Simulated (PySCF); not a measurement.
Screening by computed properties: pick the candidate that meets the target.

All species are isolated and taken at one optimised geometry, non-relativistic unless stated; the electronic structure was computed with PySCF and density fitting.

The conformers computed, where there is a choice (atom-mapped SMILES and torsion angles):
- `[CH3:1]/[C:2](=[CH:3]\[CH:4]([F:5])[F:6])[O:7][SiH2:8][CH2:9][F:10]`: C2–C3–C4–F5 177°, C1–C2–O7–Si8 176°, C2–O7–Si8–C9 -179°, O7–Si8–C9–F10 -178°
- `[CH2:1]=[C:2]([CH3:3])[P@@H+:4]([PH2:5])[CH2:6][CH3:7]`: C1–C2–P4–P5 98°, C2–P4–C6–C7 178°, H–P5–P4–C2 54°, H–P5–P4–C2 -40°
- `[CH:1]#[C:2][C+:3]([CH2:4][F:5])[CH2:6][Cl:7]`: C2–C3–C4–F5 180°, C2–C3–C6–Cl7 -98°
- `[CH3:1][C:2]#[C:3][P@@:4](=[O:5])([OH:6])[C:7]([F:8])([F:9])[C:10]([F:11])([F:12])[F:13]`: C3–P4–C7–F8 -39°, P4–C7–C10–F11 -163°, H–O6–P4–C3 -147°
- `[NH2:1][SiH2:2][NH:3][CH:4]=[O:5]`: N1–Si2–N3–C4 61°, Si2–N3–C4–O5 0°, H–N1–Si2–N3 -49°, H–N1–Si2–N3 176°
- `[F:1][C:2]([F:3])([F:4])[CH2:5][C:6]#[C:7][SiH2:8][O:9][SiH3:10]`: F1–C2–C5–C6 -179°

The conformers of `O=[S@@]1CC[C@@H](C(F)=C(F)F)C1` aren't listed.

(1) Wanted: HOMO energy above -7 eV (PBE0/pcSseg-1) and HOMO–LUMO gap above 6.74 eV (PBE0/pcSseg-1), at GFN2-xTB geometries. Which candidate meets both?
A. `O=[S@@]1CC[C@@H](C(F)=C(F)F)C1`
B. `N=[SiH2]`
C. `CC#C[P@@](=O)(O)C(F)(F)C(F)(F)F`
D. `C([C+](C#C)CF)Cl`
E. `C(#C)c1cc2c(ccs2)s1`
F. `O([SiH2]CF)/C(=C/C(F)F)C`
G. `C=C(C)[P@@H+](P)CC`

(2) Wanted: smallest rotational constant below 0.4 GHz (GFN2-xTB) and dipole moment above 2.5 D (PBE0/pcSseg-1), at GFN2-xTB geometries. Which candidate meets both?
A. `C/C(=C\C(F)F)O[SiH2]CF`
B. `FC(F)(F)CC#C[SiH2]O[SiH3]`
C. `C#CC1=CC2=C(C=CS2)S1`
D. `CC#C[P@@](=O)(O)C(F)(F)C(F)(F)F`
E. `N[SiH2]NC=O`

Answers

(1) A. Computed values:
```csv
species,HOMO energy,HOMO–LUMO gap
C([C+](C#C)CF)Cl,-13.83 eV,5.52 eV
C=C(C)[P@@H+](P)CC,-12.19 eV,6.68 eV
CC#C[P@@](=O)(O)C(F)(F)C(F)(F)F,-8.63 eV,7.81 eV
N=[SiH2],-7.55 eV,5.99 eV
O([SiH2]CF)/C(=C/C(F)F)C,-7.41 eV,7.24 eV
O=[S@@]1CC[C@@H](C(F)=C(F)F)C1,-6.71 eV,6.80 eV
C(#C)c1cc2c(ccs2)s1,-6.31 eV,4.78 eV
```

(2) A. Computed values:
```csv
species,smallest rotational constant,dipole moment
FC(F)(F)CC#C[SiH2]O[SiH3],0.299 GHz,1.89 D
C/C(=C\C(F)F)O[SiH2]CF,0.358 GHz,2.62 D
CC#C[P@@](=O)(O)C(F)(F)C(F)(F)F,0.485 GHz,4.24 D
C#CC1=CC2=C(C=CS2)S1,0.541 GHz,0.77 D
N[SiH2]NC=O,2.475 GHz,2.39 D
```
